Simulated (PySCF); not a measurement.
C$_{6}$H$_{11}$O (SMILES [CH2]CCCC(C)=O), doublet, at a GFN2-xTB geometry; BLYP/STO-3G in PySCF.

Input for PySCF:
```python
from pyscf import gto, scf, dft

mol = gto.M(
    atom='''
C     2.785834    0.557502    0.519731
C     2.274402   -0.257549   -0.594343
C     0.849971   -0.766945   -0.344038
C    -0.139220    0.391403   -0.255062
C    -1.521295   -0.047816    0.173597
C    -2.591054    1.000866   -0.020060
O    -1.755561   -1.137576    0.629788
H     2.590184    0.261789    1.532450
H     3.451281    1.379687    0.345886
H     2.917814   -1.140642   -0.740759
H     2.310175    0.312142   -1.527334
H     0.819058   -1.328535    0.590622
H     0.548707   -1.442279   -1.146691
H     0.225128    1.110096    0.486869
H    -0.208122    0.919841   -1.208357
H    -2.236175    1.978037    0.296358
H    -3.486655    0.730369    0.532708
H    -2.838739    1.055331   -1.079012
''',
    basis='sto-3g',
    charge=0,
    spin=1,
    verbose=3,
)

mf = dft.UKS(mol)
mf.xc = 'blyp'
mf.kernel()
mf.analyze()
```

What the program printed (banner, timings and long lists left out):

```
converged SCF energy = -306.319598058625  <S^2> = 0.75317844  2S+1 = 2.0031759
**** MO energy ****
                             alpha | beta                alpha | beta
MO #1   energy= -18.5406802802137  | -18.5406414376415  occ= 1 | 1
MO #2   energy= -9.81093898163083  | -9.81094865404408  occ= 1 | 1
MO #3   energy= -9.7549537951824   | -9.75579331956833  occ= 1 | 1
MO #4   energy= -9.75036573546965  | -9.74997889478993  occ= 1 | 1
MO #5   energy= -9.74822853796783  | -9.74813226734876  occ= 1 | 1
MO #6   energy= -9.74583382132418  | -9.74583390539488  occ= 1 | 1
MO #7   energy= -9.70591513976989  | -9.69307776748136  occ= 1 | 1
MO #8   energy= -0.898081786805465 | -0.89798586116823  occ= 1 | 1
MO #9   energy= -0.686405453799826 | -0.682672316001828 occ= 1 | 1
MO #10  energy= -0.637594945708952 | -0.634514952898807 occ= 1 | 1
MO #11  energy= -0.6013603882684   | -0.594523668658341 occ= 1 | 1
MO #12  energy= -0.536065113184923 | -0.523869962607549 occ= 1 | 1
MO #13  energy= -0.474106517043489 | -0.464619751995336 occ= 1 | 1
MO #14  energy= -0.413410715655673 | -0.412784422620947 occ= 1 | 1
MO #15  energy= -0.386489050043081 | -0.384485410611201 occ= 1 | 1
MO #16  energy= -0.358368642087681 | -0.356977794002744 occ= 1 | 1
MO #17  energy= -0.353381652779727 | -0.350065247802209 occ= 1 | 1
MO #18  energy= -0.33944403895396  | -0.337545706460461 occ= 1 | 1
MO #19  energy= -0.321705733028735 | -0.318328155231231 occ= 1 | 1
MO #20  energy= -0.311663486299543 | -0.308599754376697 occ= 1 | 1
MO #21  energy= -0.297151676832676 | -0.292859586490263 occ= 1 | 1
MO #22  energy= -0.257651411822307 | -0.255734960490912 occ= 1 | 1
MO #23  energy= -0.253617459334137 | -0.24995392451013  occ= 1 | 1
MO #24  energy= -0.248991429707077 | -0.246076102389648 occ= 1 | 1
MO #25  energy= -0.236630785881706 | -0.236081616968686 occ= 1 | 1
MO #26  energy= -0.224020009494741 | -0.223645917413563 occ= 1 | 1
MO #27  energy= -0.081488068911244 | -0.078590487815223 occ= 1 | 1
MO #28  energy= -0.078684325916618 | 0.0275743822337228 occ= 1 | 0
MO #29  energy= 0.0648616860715373 | 0.065648050911583  occ= 0 | 0
MO #30  energy= 0.308485983351302  | 0.309565671428597  occ= 0 | 0
MO #31  energy= 0.337457459852082  | 0.342752847416718  occ= 0 | 0
MO #32  energy= 0.353350861320677  | 0.355789862362599  occ= 0 | 0
MO #33  energy= 0.374391184072311  | 0.375637768561113  occ= 0 | 0
MO #34  energy= 0.38373860804888   | 0.386560255677875  occ= 0 | 0
MO #35  energy= 0.389169784090838  | 0.40006356933697   occ= 0 | 0
MO #36  energy= 0.396872954985943  | 0.408860896222143  occ= 0 | 0

To work with the spin densities directly, `use mulliken_meta_spin()` only printing them here.

 ** Mulliken spin pop alpha/beta on meta-lowdin orthogonal AOs **
 ** Mulliken Spin Density (per atom)  **
spin density of  0 C =      1.01771
spin density of  1 C =     -0.04859
spin density of  2 C =      0.02354
spin density of  3 C =      0.00408
spin density of  4 C =     -0.00061
spin density of  5 C =      0.00001
spin density of  6 O =      0.00254
spin density of  7 H =     -0.02968
spin density of  8 H =     -0.03005
spin density of  9 H =      0.05483
spin density of  10 H =      0.00883
spin density of  11 H =     -0.00097
spin density of  12 H =     -0.00073
spin density of  13 H =     -0.00087
spin density of  14 H =     -0.00002
spin density of  15 H =      0.00001
spin density of  16 H =     -0.00001
spin density of  17 H =     -0.00002
 ** Mulliken pop alpha/beta on meta-lowdin orthogonal AOs **
 ** Mulliken atomic charges   ( Nelec_alpha | Nelec_beta ) **
charge of  0C =     -0.09499  (     3.55635      2.53864 )
charge of  1C =     -0.07633  (     3.01387      3.06246 )
charge of  2C =     -0.06828  (     3.04591      3.02237 )
charge of  3C =     -0.10950  (     3.05679      3.05271 )
charge of  4C =      0.12209  (     2.93865      2.93926 )
charge of  5C =     -0.17517  (     3.08759      3.08758 )
charge of  6O =     -0.11979  (     4.06116      4.05862 )
charge of  7H =      0.03716  (     0.46658      0.49626 )
charge of  8H =      0.03820  (     0.46588      0.49593 )
charge of  9H =      0.04758  (     0.50362      0.44879 )
charge of  10H =      0.04400  (     0.48241      0.47358 )
charge of  11H =      0.04635  (     0.47634      0.47731 )
charge of  12H =      0.04177  (     0.47875      0.47948 )
charge of  13H =      0.05249  (     0.47332      0.47419 )
charge of  14H =      0.04639  (     0.47679      0.47681 )
charge of  15H =      0.05442  (     0.47279      0.47278 )
charge of  16H =      0.05570  (     0.47214      0.47215 )
charge of  17H =      0.05787  (     0.47105      0.47107 )
Dipole moment(X, Y, Z, Debye):  0.37753,  1.27607, -0.72507
```
